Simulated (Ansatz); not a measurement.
`C=NB(S)[TeH]`, charge 0, multiplicity 1.

Q: Give a relaxed structure at PBE0-D4/def2-TZVP (the Gaussian-basis code of Ansatz). (Best estimate.)

A: Ansatz gave: 
Z-matrix (Å, degrees):
```
C
N 1 1.245
H 1 1.097 2 122.4
H 1 1.094 2 120.9 3 -179.8
B 2 1.373 1 152.7 3 0.4
Te 5 2.174 2 120.2 1 91.3
S 5 1.816 2 119.2 1 -91.6
H 6 1.656 5 94.0 2 -1.3
H 7 1.342 5 97.4 2 -174.8
```
This is one stationary point; other conformers may exist.
